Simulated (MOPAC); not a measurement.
Input file for MOPAC: PM6 on FGaH2 (SMILES [F][GaH2]), a point of a bond scan (R = 3.540 Å).

```
PM6 1SCF PRECISE CHARGE=0 THREADS=1
FGaH2

Ga    -0.15314797 1    -0.29827289 1     0.09911006 1
H      0.62376958 1    -1.05783376 1     1.21321406 1
H     -1.47626948 1    -0.60250567 1    -0.66151679 1
F      1.39761171 1     2.72200599 1    -0.90446764 1
```

Program output:

```
*******************************************************************************
 **                                                                           **
 **                              MOPAC v23.2.5                                **
 **                                                                           **
 *******************************************************************************
 ** MOPAC's Digital Object Identifier: https://doi.org/10.5281/zenodo.6511958 **
 **                                                                           **
 ** Please cite the open-source release paper for use of this MOPAC version:  **
 ** J. E. Moussa and J. J. P. Stewart (2026)                                  **
 ** MOPAC: An open-source semiempirical molecular orbital program             **
 ** J. Open Source Softw., 11(119), 8025, https://doi.org/10.21105/joss.08025 **
 *******************************************************************************

                              PM6 CALCULATION RESULTS

 *******************************************************************************
 *  PM6        - The PM6 Hamiltonian to be used
 *
 *
 *
 *                 CHARGE ON SYSTEM = 0
 *
 *
 *
 *  PRECISE    - TIGHTER CRITERIA TO BE USED
 *  1SCF       - DO 1 SCF AND THEN STOP
 *  THREADS=1  - MULTI-THREADING NOT USED
 *  T=         - A TIME OF 172800.0 SECONDS REQUESTED
 *  DUMP=N     - RESTART FILE WRITTEN EVERY 7200.0 SECONDS REQUESTED
 *******************************************************************************
PM6 1SCF PRECISE CHARGE=0 THREADS=1
 FGaH2

   ATOM   CHEMICAL          X               Y               Z
  NUMBER   SYMBOL      (ANGSTROMS)     (ANGSTROMS)     (ANGSTROMS)

     1      Ga         -0.15314797  *  -0.29827289  *   0.09911006  *
     2       H          0.62376958  *  -1.05783376  *   1.21321406  *
     3       H         -1.47626948  *  -0.60250567  *  -0.66151679  *
     4       F          1.39761171  *   2.72200599  *  -0.90446764  *



          CARTESIAN COORDINATES

    NO.       ATOM           X           Y           Z

     1        Ga         -0.1531     -0.2983      0.0991
     2         H          0.6238     -1.0578      1.2132
     3         H         -1.4763     -0.6025     -0.6615
     4         F          1.3976      2.7220     -0.9045

 General Reference for PM6:
 "Optimization of Parameters for Semiempirical Methods V: Modification of NDDO Approximations
 and Application to 70 Elements", J. J. P. Stewart, J. Mol. Mod., 13, 1173-1213 (2007)
 URL: https://link.springer.com/article/10.1007/s00894-007-0233-4

           Empirical Formula: H2 Ga F  =     4 atoms



      MOLECULAR POINT GROUP   :   C2v


      RHF CALCULATION, NO. OF DOUBLY OCCUPIED LEVELS = 6


 -------------------------------------------------------------------------------
 PM6 1SCF PRECISE CHARGE=0 THREADS=1
 FGaH2



     1SCF WAS SPECIFIED, SO BFGS WAS NOT USED
     SCF FIELD WAS ACHIEVED


                              PM6 CALCULATION
                                                       MOPAC v23.2.5 Linux




          FINAL HEAT OF FORMATION =         80.08352 KCAL/MOL =     335.06946 KJ/MOL


          COSMO AREA              =         94.47 SQUARE ANGSTROMS
          COSMO VOLUME            =         71.53 CUBIC ANGSTROMS

          IONIZATION POTENTIAL    =          8.273756 EV
          HOMO LUMO ENERGIES (EV) =         -8.274 -3.465
          NO. OF FILLED LEVELS    =          6
          MOLECULAR WEIGHT        =         90.7492         POINT GROUP:  C2v

          MOLECULAR DIMENSIONS (Angstroms)

            Atom       Atom       Distance
            F     4    H     3     4.40120
            H     3    H     2     2.69789
            H     2   Ga     1     0.00000


          SCF CALCULATIONS        =          1





   ATOM   CHEMICAL          X               Y               Z
  NUMBER   SYMBOL      (ANGSTROMS)     (ANGSTROMS)     (ANGSTROMS)

     1      Ga         -0.15314797  *  -0.29827289  *   0.09911006  *
     2       H          0.62376958  *  -1.05783376  *   1.21321406  *
     3       H         -1.47626948  *  -0.60250567  *  -0.66151679  *
     4       F          1.39761171  *   2.72200599  *  -0.90446764  *

                             CARTESIAN COORDINATES

   1   Ga       -0.153147970    -0.298272890     0.099110060
   2    H        0.623769580    -1.057833760     1.213214060
   3    H       -1.476269480    -0.602505670    -0.661516790
   4    F        1.397611710     2.722005990    -0.904467640


           Empirical Formula: H2 Ga F  =     4 atoms



      MOLECULAR POINT GROUP   :   C2v


                  EIGENVALUES
 -32.93686 -19.69724 -14.80086 -10.43321 -10.43281  -8.27376  -3.46481  -2.51508
   0.69452   2.45131


              NET ATOMIC CHARGES AND DIPOLE CONTRIBUTIONS

  ATOM NO.   TYPE          CHARGE      No. of ELECS.   s-Pop       p-Pop
    1         Ga           0.319342        2.6807     1.40364     1.27702
    2          H           0.172246        0.8278     0.82775
    3          H           0.172246        0.8278     0.82775
    4          F          -0.663833        7.6638     1.99994     5.66389
 DIPOLE           X         Y         Z       TOTAL
 POINT-CHG.    -5.397   -10.510     3.492    12.320
 HYBRID         0.388     0.755    -0.251     0.885
 SUM           -5.009    -9.756     3.242    11.435


          ATOMIC ORBITAL ELECTRON POPULATIONS

     Atom    s        px        py        pz
    1 Ga   1.40364   0.58384   0.25036   0.44281
    2  H   0.82775
    3  H   0.82775
    4  F   1.99994   1.93545   1.75552   1.97293

 **********************
 *                    *
 * JOB ENDED NORMALLY *
 *                    *
 **********************




 == MOPAC DONE ==
```

The run finished.

Cost: roughly 0.05 core-seconds.
